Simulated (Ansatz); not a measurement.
## A geometry optimisation of GeH4Se with PBE0-D4/def2-SVP

The starting geometry of this gas-phase triplet was optimised with GFN2-xTB as a singlet; its bonds are those of `[GeH3][SeH]`.

```xyz
6

Ge   -0.2324   -1.2518    1.3858
Se   -0.0128   -2.2357   -0.6952
H     0.9926   -1.5926    2.1725
H    -1.4417   -1.7723    2.1065
H    -0.3478    0.2407    1.2721
H    -1.2825   -1.7517   -1.1716
```

Where would you expect an optimisation with PBE0-D4/def2-SVP to take it?

It falls apart into GeH3 + HSe. Contacts that open: Ge1–Se2 (2.31 → 3.60 Å).

The energy falls by 2.17 eV over 47 steps:

| step | E − E(last) (eV) |
| --- | --- |
| 1 | 2.175 |
| 6 | 0.041 |
| 11 | 0.027 |
| 16 | 0.025 |
| 21 | 0.002 |
| 27 | 0.000 |
| 32 | 0.000 |
| 37 | 0.000 |
| 42 | 0.000 |
| 47 | 0.000 |

Final geometry (Å):

```
atom    x (Å)    y (Å)    z (Å)
  Ge  -0.3289  -0.8116   1.6617
  Se  -0.4389  -3.0632  -1.1397
   H   1.0990  -1.3731   1.8303
   H  -1.3596  -1.7973   2.2526
   H  -0.4431   0.5588   2.3755
   H  -0.8531  -1.8771  -1.9102
```

The end wasn't checked by frequencies. Open shells are spin-unrestricted. The triplet needn't be the ground state. Run with Ansatz 0.2.0, 4 min on 2 threads of Arm Neoverse V2, on a shared host.
